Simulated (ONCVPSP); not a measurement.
## u(r) = r·R(r): atom against pseudo-atom (P (Z = 15))

Columns: radius, all-electron u(r) and pseudo u(r) of the 3p shell (level -5.48 eV) of phosphorus in the configuration [Ne] 3s2 3p3; PBEsol, scalar-relativistic, ONCV scheme, ONCVPSP 4.0.1.

| r (bohr) | all-electron | pseudo |
| --- | --- | --- |
| 0.090 | -0.1139 | 0.0040 |
| 0.180 | -0.2438 | 0.0161 |
| 0.270 | -0.2963 | 0.0361 |
| 0.360 | -0.2771 | 0.0639 |
| 0.450 | -0.2103 | 0.0991 |
| 0.540 | -0.1171 | 0.1413 |
| 0.630 | -0.0128 | 0.1893 |
| 0.720 | 0.0928 | 0.2419 |
| 0.810 | 0.1935 | 0.2976 |
| 0.900 | 0.2857 | 0.3545 |
| 0.990 | 0.3679 | 0.4106 |
| 1.080 | 0.4395 | 0.4643 |
| 1.170 | 0.5006 | 0.5136 |
| 1.260 | 0.5514 | 0.5574 |
| 1.350 | 0.5924 | 0.5947 |
| 1.440 | 0.6244 | 0.6250 |
| 1.530 | 0.6481 | 0.6482 |
| 1.620 | 0.6645 | 0.6645 |
| 1.710 | 0.6746 | 0.6746 |
| 1.800 | 0.6790 | 0.6790 |
| 1.890 | 0.6786 | 0.6786 |
| 1.980 | 0.6741 | 0.6741 |
| 2.070 | 0.6663 | 0.6662 |
| 2.160 | 0.6555 | 0.6555 |
| 2.250 | 0.6425 | 0.6425 |
| 2.340 | 0.6275 | 0.6275 |

(1) How many radial nodes do the two functions have?

(2) At about which radius was the pseudo-wave matched?

(3) Is the pseudo-wave norm-conserving?

Results:

(1) The all-electron 3p function has n − l − 1 = 1; the pseudo-wave has 0, since the states of the same l below it are removed with the core.

(2) 1.68 bohr. The columns agree to 0.0005 from 1.53 bohr on; several derivatives are matched, so the curves merge somewhat inside the radius.

(3) Yes: the ONCV scheme keeps the norm inside the radius equal to the all-electron one, which fixes the energy derivative of the logarithmic derivative at the level.
